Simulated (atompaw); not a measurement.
## Logarithmic derivatives: antimony, PAW (atompaw)

```
Element                 : Sb (Z = 51)
Generator               : atompaw 4.2.0.5
Type                    : PAW
Functional              : PBE
Relativity              : scalar-relativistic
Frozen core             : [Kr] 4d10
Valence charge          : 5
Reference configuration : 5s2 5p3
Partial waves           : 5s (bound): rc 2.00 bohr; 5s channel at 0.9 Ry: rc 2.00 bohr; 5p (bound): rc 2.00 bohr; 5p channel at 2.1 Ry: rc 1.95 bohr
Local potential         : bessel scheme, radius 1.60 bohr
Core correction         : smooth core density matched at 1.30 bohr
Augmentation charge     : sinc compensation charge, radius 1.90 bohr; PAW radius 2.00 bohr; waves and projectors: custom rrkj gramschmidtortho
```

The phase is arctan(r·u′/u) with u = r·R(r), unwrapped; energies in Ry, scanned from -3 to 5 Ry. A pole is an energy at which the radial function vanishes at the test radius. The pseudo phase is shifted by a multiple of π to meet the all-electron one at the reference energy, and phase errors are pseudo minus all-electron; the curves can meet again beyond the range given. Levels narrower than the energy grid can be missing from the lists of poles.

```json
{"channel": "s", "radius (bohr)": "2.01", "reference energy (Ry)": "-0.94", "poles, all-electron": "2.96", "poles, pseudo": "2.95", "unbroken range about the reference energy with phases within 0.05 rad": "the whole range", "phase error 1 Ry above the reference energy (rad)": "-0.000"}
{"channel": "p", "radius (bohr)": "2.01", "reference energy (Ry)": "-0.35", "poles, all-electron": "4.88", "poles, pseudo": "4.74", "unbroken range about the reference energy with phases within 0.05 rad": "the whole range", "phase error 1 Ry above the reference energy (rad)": "-0.001"}
```

Phases in the p channel:

```json
{"E (Ry)": "-3.00", "all-electron": "1.231", "pseudo": "1.228"}
{"E (Ry)": "-2.52", "all-electron": "1.190", "pseudo": "1.188"}
{"E (Ry)": "-2.04", "all-electron": "1.133", "pseudo": "1.132"}
{"E (Ry)": "-1.56", "all-electron": "1.052", "pseudo": "1.052"}
{"E (Ry)": "-1.08", "all-electron": "0.927", "pseudo": "0.926"}
{"E (Ry)": "-0.60", "all-electron": "0.712", "pseudo": "0.712"}
{"E (Ry)": "-0.12", "all-electron": "0.323", "pseudo": "0.323"}
{"E (Ry)": "0.36", "all-electron": "-0.265", "pseudo": "-0.265"}
{"E (Ry)": "0.84", "all-electron": "-0.776", "pseudo": "-0.777"}
{"E (Ry)": "1.32", "all-electron": "-1.073", "pseudo": "-1.073"}
{"E (Ry)": "1.80", "all-electron": "-1.240", "pseudo": "-1.240"}
{"E (Ry)": "2.28", "all-electron": "-1.343", "pseudo": "-1.343"}
{"E (Ry)": "2.76", "all-electron": "-1.412", "pseudo": "-1.413"}
{"E (Ry)": "3.24", "all-electron": "-1.463", "pseudo": "-1.464"}
{"E (Ry)": "3.72", "all-electron": "-1.502", "pseudo": "-1.504"}
{"E (Ry)": "4.20", "all-electron": "-1.534", "pseudo": "-1.537"}
{"E (Ry)": "4.68", "all-electron": "-1.561", "pseudo": "-1.567"}
```
